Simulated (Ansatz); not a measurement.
Geometry optimisation, Ansatz 0.2.0, UHF/def2-SVP.

The input (input.yaml):

```yaml
crystal:
  periodic: [false, false, false]
  atoms:
    - { symbol: Ga, position_ang: [-2.1e-05, 2.0e-06, -0.328934] }
    - { symbol: H, position_ang: [0.000384, -2.7e-05, 2.453676] }
    - { symbol: H, position_ang: [1.379192, 2.0e-06, -1.131107] }
    - { symbol: H, position_ang: [-1.379236, 2.0e-06, -1.131103] }
    - { symbol: H, position_ang: [-0.000318, 2.2e-05, 3.167468] }
magnetization:
  spin_polarized: true
  initial_magnetization: 1
basis:
  gaussian: { orbitals: def2-SVP }
hamiltonian:
  xc: hf
relax:
  f_tol: 0.03
  max_steps: 50
```

Command:

```bash
$ ansatz run input.yaml --threads 1 --pin off --max-ram 2048MiB --backend cpu --events-out ev --progress --plain --runs-dir out
```

Task: Where does it end, and by what steps?

Result: The run converged. The force dipped under the threshold on the way, but the program's further checks kept it going. After 9 steps the energy has fallen by 0.190 eV; H5 moved furthest, 1.32 Å.

```json
{"step": "0", "energy less start (eV)": "0.0000", "largest force component (eV/Å)": "1.615", "accepted": "yes"}
{"step": "1", "energy less start (eV)": "-0.1070", "largest force component (eV/Å)": "0.130", "accepted": "yes"}
{"step": "2", "energy less start (eV)": "-0.1522", "largest force component (eV/Å)": "0.124", "accepted": "yes"}
{"step": "3", "energy less start (eV)": "-0.1738", "largest force component (eV/Å)": "0.103", "accepted": "yes"}
{"step": "4", "energy less start (eV)": "-0.1818", "largest force component (eV/Å)": "0.057", "accepted": "yes"}
{"step": "5", "energy less start (eV)": "-0.1860", "largest force component (eV/Å)": "0.031", "accepted": "yes"}
{"step": "6", "energy less start (eV)": "-0.1884", "largest force component (eV/Å)": "0.022", "accepted": "yes"}
{"step": "7", "energy less start (eV)": "-0.1893", "largest force component (eV/Å)": "0.009", "accepted": "yes"}
{"step": "8", "energy less start (eV)": "-0.1897", "largest force component (eV/Å)": "0.002", "accepted": "yes"}
{"step": "9", "energy less start (eV)": "-0.1899", "largest force component (eV/Å)": "0.001", "accepted": "yes"}
```

```xyz
5
Properties=species:S:1:pos:R:3
Ga 0.000 0.000 -1.203
H 0.000 0.000 3.739
H 1.377 0.000 -1.996
H -1.377 0.000 -1.996
H 0.000 0.000 4.486
```

Run time: 9.8 s on 1 thread of Arm Neoverse N1 (shared host), peak memory 0.097 GiB.
